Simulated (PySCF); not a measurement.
A GIAO shielding run with PySCF (density fitting, non-relativistic, gas phase) on SMILES C1=CSC=C1N([SiH3])[SiH3], C$_{4}$H$_{9}$NSSi$_{2}$:

```
{"job": {"kind": "nmr", "xc": "PBE0", "basis": "pcSseg-1"}, "charge": 0, "multiplicity": 1}
Si    -1.610945     1.314950     0.952687
N     -0.772817     0.121904    -0.008825
Si    -1.563307    -0.923767    -1.164916
C      0.596618    -0.022756     0.180681
C      1.492037    -0.504102    -0.818076
C      2.779645    -0.546362    -0.402165
S      2.953882     0.001040     1.217430
C      1.259591     0.283075     1.333676
H     -0.756971     2.500732     1.007418
H     -1.869903     0.796301     2.300621
H     -2.863602     1.582560     0.256152
H     -2.978008    -0.924552    -0.813621
H     -1.367405    -0.407078    -2.524656
H     -0.980198    -2.258686    -1.026916
H      1.174835    -0.786245    -1.805500
H      3.645603    -0.861376    -0.949471
H      0.853947     0.646391     2.255573
```

Hardware: 1 thread of an x86-64 server CPU, shared host. The job also computes population analyses, field gradients, ring-centre shieldings.

Q: How large is the calculation?

A: 84 electrons, 202 basis functions and 1113 auxiliary functions.

Q: How long does it take?

A: 38 s of wall time, with 14 SCF cycles and 5 response iterations. Times on a shared host scatter by some tens of per cent.
